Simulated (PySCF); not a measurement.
# One molecule, several mistakes: AlH2NOSi

All numbers below are calculated, not measured. They come from PySCF 2.14.0, an open-source quantum chemistry program, on an isolated molecule that a program drew, which may never have been made. The molecule is AlH2NOSi (charge 0, singlet), drawn as the SMILES string `O=[SiH][NH][Al]`.

Each row is a Hartree-Fock (HF) and frozen-core CCSD(T) single point in the cc-pV(D+d)Z basis, meant for a local HF minimum. Run 1 is clean. Each other run has one planted mistake out of seven kinds, and not every kind appears here: one electron removed, one electron added, multiplicity raised by two, geometry at a saddle point, minimal basis STO-3G, one bond length entered in bohr, all coordinates scaled. The reference is restricted for singlets and unrestricted otherwise, and also for a bond in bohr. Adding or removing an electron swaps singlet and doublet. Electrons count all cores. HOMO and LUMO are orbital energies over both spins, the gradient is its largest component, and the lowest frequency (negative if imaginary) is given only where the gradient is small. Bond lengths are over the 5 bonds as drawn. T1 is the CCSD diagnostic: over 0.02 (restricted) or 0.045 (unrestricted) a single reference is doubtful.

Geometry of the clean run:
```xyz
6
AlH2NOSi, angstrom
O    -2.0473   -1.1199    1.1788
Si   -1.4308   -2.0888    0.2132
N    -0.2697   -1.6225   -0.8983
Al    0.3418    0.1322   -1.0173
H    -1.7548   -3.5207    0.1216
H     0.0898   -2.3408   -1.5092
```

| run | electrons | basis functions | <S^2> | HOMO (eV) | LUMO (eV) | gradient (hartree/bohr) | lowest frequency (cm^-1) | mean bond (Å) | longest bond (Å) | T1 | HF (hartree) | CCSD(T) (hartree) | mistake |
|---|---|---|---|---|---|---|---|---|---|---|---|---|---|
| 1 | 44 | 84 | 0.000 | -8.64 | 1.25 | 1.1e-05 | 79 | 1.5032 | 1.862 | 0.0198 | -661.39319 | -661.92526 | no fault |
| 2 | 44 | 84 | 1.943 | -6.64 | 0.98 | 3.7e-02 | - | 1.7702 | 2.835 | 0.0407 | -661.21464 | -661.66719 | one bond length entered in bohr |
| 3 | 43 | 84 | 0.756 | -15.88 | -7.21 | 4.3e-02 | - | 1.5032 | 1.862 | 0.0292 | -661.10318 | -661.60452 | one electron removed |
| 4 | 44 | 30 | 0.000 | -4.78 | 8.92 | 5.1e-02 | - | 1.5032 | 1.862 | 0.0242 | -653.29637 | -653.51679 | ? |
| 5 | 45 | 84 | 0.778 | 0.26 | 6.28 | 3.5e-02 | - | 1.5032 | 1.862 | 0.0222 | -661.36501 | -661.90645 | ? |

**Which mistake was planted in run 4, and what did it cost?**

It has 30 basis functions where the clean run has 84, with the same electrons and geometry. So the mistake is: minimal basis STO-3G. Subtracting run 1 and multiplying by 627.51 kcal/mol a hartree, the energy moved by 5080.8 kcal/mol in HF and 5276.4 kcal/mol in CCSD(T).

**Which mistake was planted in run 5, and what did it cost?**

It counts 45 electrons, one more than the clean run, at the same geometry and basis. So the mistake is: one electron added. Subtracting run 1 and multiplying by 627.51 kcal/mol a hartree, the energy moved by 17.7 kcal/mol in HF and 11.8 kcal/mol in CCSD(T).

Cautions from the logs. Run 4: T1 is over the limit, so its CCSD(T) energy is less reliable; run 5: the HOMO is above zero, so the electron isn't bound and the energy depends on the basis.
